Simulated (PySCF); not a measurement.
C4H9ClGe.
SMILES: `C=[CH][Ge@H]([CH3])[CH2]Cl`

Torsions of this conformer, `[CH2:1]=[CH:2][Ge@H:3]([CH3:4])[CH2:5][Cl:6]`: C1–C2–Ge3–C4 -5°, C2–Ge3–C5–Cl6 -58°.

The closed-shell ground state was solved at several levels (PySCF, density fitting, gas phase). Isolated species at its PBE0-D3(BJ)/def2-SVP geometry (one conformer only). The calculation is non-relativistic and has no spin–orbit coupling, an omission that weighs most on germanium.

```
              level  basis functions  HOMO (eV)  LUMO (eV)  gap (eV)  dipole (D)
      PBE0/pcSseg-1              178      -7.67      -0.34      7.33        2.42
CAM-B3LYP/def2-SVPD              217      -9.00       0.66      9.66        2.38
```

Q: Estimate the row for KT2/pcSseg-1, a basis of 178 functions; the other rows only guide the guess.

A: HOMO -6.48 eV, LUMO -1.33 eV, gap 5.15 eV, dipole 2.33 D.

Q: Over all these levels, which gives the widest orbital gap and which the narrowest?

A: CAM-B3LYP/def2-SVPD (range-separated hybrid) has the widest, 9.66 eV, and KT2/pcSseg-1 (GGA) the narrowest, 5.15 eV. Functional and basis both differ between the two, so the spread mixes both effects.

Q: How far do the dipole and the HOMO energy spread over the levels?

A: The dipole runs from 2.33 to 2.42 D (mean 2.38 D) and the HOMO from -9.00 to -6.48 eV.
